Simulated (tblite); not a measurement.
A geometry optimisation, step by step.

Compound: C3H2BrN3.
SMILES with atom numbers: `[Br:1][c:2]1[cH:3][cH:4][n:5][n:6][n:7]1` (hydrogens: H8 on C3; H9 on C4)

Computed with GFN2-xTB (tblite), gas phase: L-BFGS steps from a force-field or distance-geometry start until the largest atomic force falls under 0.01 eV/Å. 14 of its 18 geometries are shown.

Step 0: E = -550.0431 eV, largest atomic force 1.896 eV/Å
```
atom  x, y, z in Å  |  force x, y, z in eV/Å
Br1     2.906   -0.272    0.046   -0.084   0.255  -0.010
C2      1.051    0.186    0.009    1.099   1.538   0.141
C3      0.138   -0.824   -0.003   -0.609  -0.339  -0.120
C4     -1.163   -0.374   -0.034   -1.178   0.316   0.154
N5     -1.494    0.920   -0.013    1.314   0.224  -0.124
N6     -0.544    1.819    0.002    0.460  -1.124   0.110
N7      0.727    1.489    0.020   -1.159  -0.814  -0.128
H8      0.390   -1.865   -0.007    0.116  -0.213   0.001
H9     -1.996   -1.072   -0.045    0.040   0.156  -0.024
```

Step 1: E = -550.1140 eV, largest atomic force 0.692 eV/Å
```
atom  x, y, z in Å  |  force x, y, z in eV/Å
Br1     2.905   -0.269    0.046    0.042   0.275  -0.006
C2      1.067    0.208    0.011   -0.104  -0.490   0.068
C3      0.129   -0.829   -0.005   -0.083   0.683  -0.073
C4     -1.180   -0.370   -0.032    0.111  -0.166   0.110
N5     -1.475    0.924   -0.014    0.053   0.052  -0.081
N6     -0.538    1.803    0.004   -0.064  -0.173   0.056
N7      0.710    1.478    0.018    0.264  -0.025  -0.052
H8      0.391   -1.868   -0.007    0.080  -0.159   0.000
H9     -1.996   -1.070   -0.045   -0.299   0.003  -0.022
```

Step 3: E = -550.1254 eV, largest atomic force 0.215 eV/Å
```
atom  x, y, z in Å  |  force x, y, z in eV/Å
Br1     2.906   -0.259    0.046    0.064   0.205  -0.004
C2      1.068    0.200    0.013    0.070   0.002   0.020
C3      0.127   -0.820   -0.007   -0.037  -0.195  -0.017
C4     -1.182   -0.373   -0.029   -0.108  -0.039   0.032
N5     -1.473    0.923   -0.017   -0.014  -0.034  -0.017
N6     -0.536    1.798    0.005    0.154  -0.060  -0.001
N7      0.717    1.474    0.017    0.052  -0.064   0.001
H8      0.393   -1.868   -0.007   -0.010   0.136  -0.003
H9     -2.005   -1.069   -0.046   -0.171   0.049  -0.011
```

Step 4: E = -550.1323 eV, largest atomic force 0.196 eV/Å
```
atom  x, y, z in Å  |  force x, y, z in eV/Å
Br1     2.910   -0.242    0.045    0.100   0.109  -0.001
C2      1.071    0.194    0.016   -0.005   0.055  -0.044
C3      0.123   -0.820   -0.010   -0.031  -0.185   0.056
C4     -1.188   -0.377   -0.024   -0.078   0.032  -0.064
N5     -1.473    0.922   -0.020    0.092  -0.028   0.063
N6     -0.528    1.790    0.007    0.073   0.023  -0.071
N7      0.725    1.468    0.015   -0.101  -0.046   0.063
H8      0.394   -1.863   -0.007   -0.002  -0.032  -0.009
H9     -2.021   -1.066   -0.047   -0.048   0.072   0.006
```

Step 5: E = -550.1340 eV, largest atomic force 0.122 eV/Å
```
atom  x, y, z in Å  |  force x, y, z in eV/Å
Br1     2.913   -0.235    0.045    0.086   0.082  -0.001
C2      1.072    0.192    0.016   -0.036  -0.001  -0.042
C3      0.121   -0.821   -0.010   -0.026  -0.105   0.057
C4     -1.191   -0.378   -0.024    0.001  -0.001  -0.066
N5     -1.471    0.921   -0.020    0.063   0.023   0.059
N6     -0.525    1.788    0.006    0.022   0.038  -0.064
N7      0.727    1.466    0.016   -0.092  -0.014   0.057
H8      0.394   -1.862   -0.007    0.002  -0.096  -0.010
H9     -2.026   -1.065   -0.048   -0.021   0.074   0.010
```

Step 7: E = -550.1371 eV, largest atomic force 0.130 eV/Å
```
atom  x, y, z in Å  |  force x, y, z in eV/Å
Br1     2.921   -0.218    0.045   -0.010   0.040  -0.002
C2      1.071    0.187    0.015   -0.025  -0.054   0.016
C3      0.118   -0.828   -0.007    0.028   0.018   0.001
C4     -1.194   -0.379   -0.026    0.084   0.002   0.002
N5     -1.467    0.920   -0.018   -0.030   0.039  -0.019
N6     -0.520    1.788    0.002   -0.060   0.025   0.017
N7      0.727    1.461    0.019    0.003  -0.001  -0.015
H8      0.395   -1.867   -0.008   -0.013  -0.129  -0.008
H9     -2.037   -1.057   -0.048    0.022   0.060   0.008
```

Step 8: E = -550.1379 eV, largest atomic force 0.073 eV/Å
```
atom  x, y, z in Å  |  force x, y, z in eV/Å
Br1     2.924   -0.212    0.045   -0.041   0.031  -0.002
C2      1.069    0.185    0.015    0.006  -0.030   0.034
C3      0.119   -0.831   -0.006    0.037   0.006  -0.023
C4     -1.193   -0.379   -0.027    0.056   0.012   0.030
N5     -1.466    0.921   -0.017   -0.035   0.010  -0.044
N6     -0.521    1.789    0.001   -0.032   0.000   0.041
N7      0.727    1.459    0.020    0.009  -0.008  -0.036
H8      0.394   -1.872   -0.009   -0.029  -0.067  -0.005
H9     -2.039   -1.053   -0.047    0.030   0.045   0.004
```

Step 9: E = -550.1384 eV, largest atomic force 0.049 eV/Å
```
atom  x, y, z in Å  |  force x, y, z in eV/Å
Br1     2.925   -0.208    0.045   -0.043   0.024  -0.002
C2      1.069    0.183    0.015    0.021  -0.005   0.031
C3      0.119   -0.834   -0.006    0.025  -0.011  -0.027
C4     -1.191   -0.379   -0.027    0.024   0.011   0.034
N5     -1.466    0.921   -0.017   -0.020  -0.013  -0.041
N6     -0.521    1.790    0.001    0.002  -0.013   0.037
N7      0.726    1.458    0.020    0.000  -0.011  -0.032
H8      0.393   -1.876   -0.009   -0.038  -0.009  -0.002
H9     -2.040   -1.050   -0.047    0.028   0.027   0.002
```

Step 10: E = -550.1387 eV, largest atomic force 0.045 eV/Å
```
atom  x, y, z in Å  |  force x, y, z in eV/Å
Br1     2.924   -0.206    0.044   -0.026   0.017  -0.001
C2      1.069    0.182    0.016    0.018   0.009   0.013
C3      0.120   -0.835   -0.006    0.011  -0.017  -0.015
C4     -1.190   -0.378   -0.026   -0.001   0.006   0.019
N5     -1.466    0.921   -0.018    0.004  -0.021  -0.020
N6     -0.522    1.790    0.002    0.018  -0.014   0.016
N7      0.725    1.458    0.019   -0.006  -0.010  -0.012
H8      0.392   -1.879   -0.009   -0.039   0.023   0.000
H9     -2.039   -1.047   -0.047    0.021   0.007   0.001
```

Step 12: E = -550.1389 eV, largest atomic force 0.025 eV/Å
```
atom  x, y, z in Å  |  force x, y, z in eV/Å
Br1     2.923   -0.204    0.044    0.004   0.008   0.000
C2      1.069    0.182    0.016    0.000   0.002  -0.007
C3      0.121   -0.836   -0.007   -0.002   0.003   0.003
C4     -1.189   -0.378   -0.026   -0.001  -0.003  -0.004
N5     -1.466    0.921   -0.019    0.009  -0.002   0.005
N6     -0.521    1.789    0.003    0.005  -0.001  -0.009
N7      0.725    1.457    0.019    0.002   0.001   0.011
H8      0.390   -1.879   -0.010   -0.024   0.005   0.000
H9     -2.038   -1.046   -0.046    0.008  -0.011   0.002
```

Step 13: E = -550.1389 eV, largest atomic force 0.018 eV/Å
```
atom  x, y, z in Å  |  force x, y, z in eV/Å
Br1     2.923   -0.203    0.044    0.009   0.005   0.000
C2      1.070    0.182    0.016   -0.002  -0.002  -0.007
C3      0.121   -0.836   -0.007   -0.004   0.009   0.004
C4     -1.189   -0.378   -0.025    0.002  -0.002  -0.006
N5     -1.466    0.921   -0.020    0.002   0.005   0.006
N6     -0.521    1.789    0.003   -0.001   0.003  -0.009
N7      0.725    1.457    0.019    0.006   0.004   0.010
H8      0.389   -1.879   -0.010   -0.016  -0.008   0.000
H9     -2.038   -1.046   -0.046    0.004  -0.014   0.002
```

Step 14: E = -550.1390 eV, largest atomic force 0.017 eV/Å
```
atom  x, y, z in Å  |  force x, y, z in eV/Å
Br1     2.923   -0.202    0.044    0.012   0.002   0.000
C2      1.070    0.182    0.016   -0.002  -0.004  -0.003
C3      0.121   -0.836   -0.007   -0.001   0.010   0.003
C4     -1.189   -0.378   -0.025    0.000   0.001  -0.005
N5     -1.466    0.921   -0.020   -0.005   0.011   0.002
N6     -0.521    1.789    0.003   -0.006   0.005  -0.005
N7      0.725    1.457    0.019    0.007   0.005   0.006
H8      0.388   -1.879   -0.010   -0.007  -0.015  -0.001
H9     -2.038   -1.046   -0.046    0.001  -0.013   0.002
```

Step 16: E = -550.1390 eV, largest atomic force 0.010 eV/Å
```
atom  x, y, z in Å  |  force x, y, z in eV/Å
Br1     2.924   -0.201    0.044    0.008  -0.001   0.000
C2      1.070    0.182    0.016    0.002  -0.002   0.004
C3      0.121   -0.836   -0.007    0.000   0.000  -0.002
C4     -1.189   -0.378   -0.026   -0.004   0.004   0.001
N5     -1.466    0.921   -0.020   -0.006   0.006  -0.005
N6     -0.520    1.789    0.002   -0.001   0.002   0.004
N7      0.726    1.457    0.020    0.000   0.000  -0.003
H8      0.385   -1.880   -0.010    0.001  -0.005  -0.001
H9     -2.037   -1.047   -0.046    0.000  -0.005   0.002
```

Step 17: E = -550.1390 eV, largest atomic force 0.006 eV/Å
```
atom  x, y, z in Å  |  force x, y, z in eV/Å
Br1     2.924   -0.201    0.044    0.004  -0.001   0.000
C2      1.070    0.182    0.016    0.002   0.000   0.004
C3      0.121   -0.836   -0.007   -0.001  -0.002  -0.002
C4     -1.189   -0.378   -0.026   -0.003   0.004   0.001
N5     -1.466    0.921   -0.020   -0.003   0.001  -0.005
N6     -0.521    1.789    0.002    0.001   0.001   0.004
N7      0.726    1.457    0.020   -0.002  -0.002  -0.003
H8      0.385   -1.880   -0.010    0.001   0.002  -0.001
H9     -2.037   -1.048   -0.046    0.001  -0.001   0.002
```

**Question.** Summarise the path.

**Answer.** The energy falls by 2.21 kcal/mol from step 0 to step 17; nine tenths of that is first reached at step 4. It falls at every step. The largest force goes from 1.896 to 0.006 eV/Å. Among the bonds C2–C3 changes most, from 1.362 to 1.391 Å; the atoms move by 0.038 Å rms after alignment.

What follows is the cost of the whole relaxation. The run took under 0.1 s on Arm Neoverse V2, one thread, shared host.
